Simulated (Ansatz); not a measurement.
[CrO3Cl]- (CrClO₃⁻), relaxed as a singlet with RKS PBE0-D4/def2-SVPD in Ansatz, starting from the GFN2-xTB geometry. Force threshold 0.02 eV/Å.

The restricted singlet is unstable towards broken spin symmetry in Hartree–Fock (as tested in another run); at PBE0-D4/def2-SVPD this wasn't settled.

Start:

```csv
atom,x (Å),y (Å),z (Å)
Cr1,0.0012,-0.1235,-0.1466
O2,1.4920,-0.1263,-0.6390
O3,-0.4686,-1.4796,0.4904
O4,-1.0146,0.4904,-1.1744
Cl5,-0.0099,1.2391,1.4696
```

**Question.** Estimate the energy that the relaxation releases and the steps that it takes.

**Answer.** 16.7 kJ/mol, in 4 steps; 8.5 s on 4 threads of Arm Neoverse V1 on a shared host. No frequencies were taken in this run, so the end may be a saddle point.

**Question.** Does the start keep its bonding and symmetry?

**Answer.** By distances, no bond broke or formed. The bond that changes most is Cr1–Cl5, from 2.11 to 2.24 Å (atoms count from 1). Point group C3v at the start, C3v at the end, both within 0.05 Å.

**Question.** Predict the relaxed structure.

**Answer.** 
| atom | x (Å) | y (Å) | z (Å) |
| --- | --- | --- | --- |
| Cr1 | 0.001 | -0.106 | -0.125 |
| O2 | 1.472 | -0.169 | -0.683 |
| O3 | -0.462 | -1.505 | 0.431 |
| O4 | -1.001 | 0.439 | -1.212 |
| Cl5 | -0.010 | 1.340 | 1.589 |
Bond lengths: 3 × Cr–O 1.57 Å; 1 × Cl–Cr 2.24 Å.
